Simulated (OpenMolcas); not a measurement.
Sn: effect of the level shift or regulariser

```yaml
Program: OpenMolcas
Basis: ANO-R2 [7s6p4d2f1g]
Scalar_Hamiltonian: X2C, finite nucleus
Active_space: 4 electrons in 9 orbitals (RAS2 5s 5p; RAS3 5d, at most 2 electrons)
State_averaging: 2S+1 = 3 even, 3 roots; 2S+1 = 1 even, 6 roots; 2S+1 = 5 odd, 1 root; 2S+1 = 3 odd, 8 roots; 2S+1 = 1 odd, 5 roots (0 in the spin-orbit step)
Spin-orbit_coupling: RASSI with atomic mean-field integrals over the reference wave functions, term energies averaged over their components
```

Methods on the same reference wave functions:
A. RASSCF
B. SS-RASPT2, IPEA 0.25 Eh, imaginary shift 0.1 Eh (closed shells correlated: 4d)
C. SS-RASPT2, IPEA 0.25 Eh, imaginary shift 0.3 Eh (closed shells correlated: 4d)

Energies in cm⁻¹ above 5s² 5p² ³P₀, the measured ground level; measured values from NIST Handbook of Basic Atomic Spectroscopic Data.

```csv
Level,A,B,C,Measured
5s² 5p² ³P₀,0.0,0.0,0.0,0.0
5s² 5p² ³P₁,1416,1457,1454,1692
5s² 5p² ³P₂,3135,3120,3120,3428
5s² 5p² ¹D₂,10331,9310,9300,8613
5s² 5p² ¹S₀,20093,18350,18440,17162
5s 5p³ ⁵S°₂,32125,38300,38300,39626
```

Deviations, from unrounded energies. A percentage is the sum of absolute deviations over the sum of measured energies, with the sign that they share, or ± where signs differ.

| Against measurement | Levels | A | B | C |
| --- | --- | --- | --- | --- |
| mean absolute deviation (cm-1) | 5 | 2500 | 750 | 770 |
| fine structure of the ground term (%) | 2 | -11.1 | -10.5 | -10.6 |
| other terms of the ground configuration (%) | 2 | +18.0 | +7.3 | +7.6 |
| other configurations (%) | 1 | -18.9 | -3.3 | -3.4 |

B, C lie about equally close to measurement and A furthest from it. The largest miss of B in the table is 5s 5p³ ⁵S°₂, by -1300 cm-1. The ranking rests on the paired levels alone, and a cruder setting can come out closer through cancelling errors.

Between B and C the level of the table that moves most is 5s² 5p² ¹S₀, by 94 cm-1 (lowest in B, highest in C). Moves below CASPT2's spread within the term are not significant.

From A to B the spin-free energies of the other terms of 5s² 5p² shown, above ³P, scale by factors of 0.85 to 0.89.

The lowest spin-free term lies below A's lowest term by 0.451 hartree in B, 0.451 hartree in C.

Some high roots are left out of the spin-orbit mixing, which shifts the levels that they would mix with. Active for correlation alone: 5d; no level in the range computed is led by a configuration that fills it, so any true level of that kind is missing. Computed and measured levels are paired by configuration, term and J; levels that our copy of the source lacks, or whose pairing is in doubt (as where it misses far off the trend of its configuration), stay unpaired and out of the deviations. Levels of configurations outside the active space are missing. Levels that lie high or do not pair safely by name in every column are left out.

° marks odd parity.
